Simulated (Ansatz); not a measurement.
ditellurium (Te₂), triplet, at a GFN2-xTB geometry (core potentials on Te). Base run: HF/def2-SV(P) run with Ansatz (a quantum-chemistry and plane-wave program).

The Ansatz input:
Ansatz 0.2 input:
```yaml
crystal:
  periodic: [false, false, false]
  atoms:
    - {symbol: Te, position_ang: [-0.00000000, -0.00000000, -1.30099916]}
    - {symbol: Te, position_ang: [0.00000000, 0.00000000, 1.30099916]}
basis:
  gaussian:
    orbitals: def2-SV_P_.json
hamiltonian:
  xc: hf
magnetization: {spin_polarized: true, initial_magnetization: 2}
```
The basis file holds def2-SV(P) in the JSON format of the Basis Set Exchange.

The bond that is stretched is that between atoms 2 and 1. A test that says stable can miss a lower solution.

The base run was repeated with changes; each row names its change, and settings that it needs were set with it.

| change | ΔE vs base (eV) | <S^2> | stability test says |
|---|---|---|---|
| base | 0.00 | 2.024 | minimum |
| spin_polarized = on; lower_state_search = off | 0.06 | 2.033 | undecided (no full test) |
| spin_polarized = on; lower_state_search = standard | 0.00 | 2.024 | minimum |
| bond × 1.25 | 0.92 | 2.536 | minimum |
| spin_polarized = on; lower_state_search = off; bond × 1.25 | 0.92 | 2.536 | undecided (no full test) |
| spin_polarized = on; lower_state_search = standard; bond × 1.25 | 0.92 | 2.536 | minimum |
| bond × 1.5 | 1.21 | 2.935 | minimum |
| spin_polarized = on; lower_state_search = off; bond × 1.5 | 1.21 | 2.935 | undecided (no full test) |
| spin_polarized = on; lower_state_search = standard; bond × 1.5 | 1.21 | 2.935 | minimum |
| bond × 1.8 | 1.26 | 3.026 | minimum |
| spin_polarized = on; lower_state_search = off; bond × 1.8 | 1.27 | 3.014 | undecided (no full test) |
| spin_polarized = on; lower_state_search = standard; bond × 1.8 | 1.26 | 3.026 | minimum |
| bond × 2.2 | 1.27 | 3.027 | minimum |
| spin_polarized = on; lower_state_search = off; bond × 2.2 | 1.28 | 3.026 | undecided (no full test) |
| spin_polarized = on; lower_state_search = standard; bond × 2.2 | 1.27 | 3.027 | minimum |
| bond × 3.0 | 1.28 | 3.027 | minimum |
| spin_polarized = on; lower_state_search = off; bond × 3.0 | 1.28 | 3.027 | undecided (no full test) |
| spin_polarized = on; lower_state_search = standard; bond × 3.0 | 1.28 | 3.027 | minimum |

On stretching, the SCF can end on different states; <S^2> shows the spin contamination of each.
